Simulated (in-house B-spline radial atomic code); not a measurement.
Ho²⁺ is squeezed into an impenetrable sphere of radius R (the orbitals vanish at R). No spin polarisation. Computed with an all-electron radial atomic-structure program (B-spline basis): scalar-relativistic (X2C) PBE, spherical fractional occupations, Fermi nucleus of rms radius 5.2022 fm.

Energies in eV above the free ion in [Xe] 4f11:

```json
{"R (bohr)": "7.84", "highest level (eV)": "-17.3", "[Xe] 4f11": "0.0003277", "[Kr] 4d9 4f11 5s2 5p6 5f1": "176", "[Kr] 4d9 4f12 5s2 5p6": "155.9"}
{"R (bohr)": "6.1", "highest level (eV)": "-17.3", "[Xe] 4f11": "0.009776", "[Kr] 4d9 4f11 5s2 5p6 5f1": "178.3", "[Kr] 4d9 4f12 5s2 5p6": "155.9"}
{"R (bohr)": "5.11", "highest level (eV)": "-17.1", "[Xe] 4f11": "0.07958", "[Kr] 4d9 4f11 5s2 5p6 5f1": "181.5", "[Kr] 4d9 4f12 5s2 5p6": "155.9"}
{"R (bohr)": "4.52", "highest level (eV)": "-16.9", "[Xe] 4f11": "0.3043", "[Kr] 4d9 4f11 5s2 5p6 5f1": "184.8", "[Kr] 4d9 4f12 5s2 5p6": "156.2"}
{"R (bohr)": "3.84", "highest level (eV)": "-15.9", "[Xe] 4f11": "1.564", "[Kr] 4d9 4f11 5s2 5p6 5f1": "191.9", "[Kr] 4d9 4f12 5s2 5p6": "157.4"}
{"R (bohr)": "2.95", "highest level (eV)": "-10.5", "[Xe] 4f11": "15.02", "[Kr] 4d9 4f11 5s2 5p6 5f1": "220.3", "[Kr] 4d9 4f12 5s2 5p6": "170.6"}
{"R (bohr)": "2.64", "highest level (eV)": "-5.4", "[Xe] 4f11": "34.01", "[Kr] 4d9 4f11 5s2 5p6 5f1": "248.5", "[Kr] 4d9 4f12 5s2 5p6": "189.3"}
{"R (bohr)": "2.17", "highest level (eV)": "10.4", "[Xe] 4f11": "122.3", "[Kr] 4d9 4f11 5s2 5p6 5f1": "360.7", "[Kr] 4d9 4f12 5s2 5p6": "277.2"}
{"R (bohr)": "1.77", "highest level (eV)": "40.9", "[Xe] 4f11": "388.1", "[Kr] 4d9 4f11 5s2 5p6 5f1": "669.4", "[Kr] 4d9 4f12 5s2 5p6": "543.6"}
{"R (bohr)": "1.22", "highest level (eV)": "281", "[Xe] 4f11": "2402", "[Kr] 4d9 4f11 5s2 5p6 5f1": "2863", "[Kr] 4d9 4f12 5s2 5p6": "2570"}
```

Task: Does [Kr] 4d9 4f11 5s2 5p6 5f1 fall below [Xe] 4f11 under compression?

Result: No, it stays above over the whole range.

Task: Does [Kr] 4d9 4f12 5s2 5p6 fall below [Xe] 4f11 under compression?

Result: No, it stays above over the whole range.

The highest level is first positive in the row R = 2.17 bohr, pushed up by confinement above the zero of the free ion's potential. Each configuration is held fixed and needn't be the lowest in the sphere.
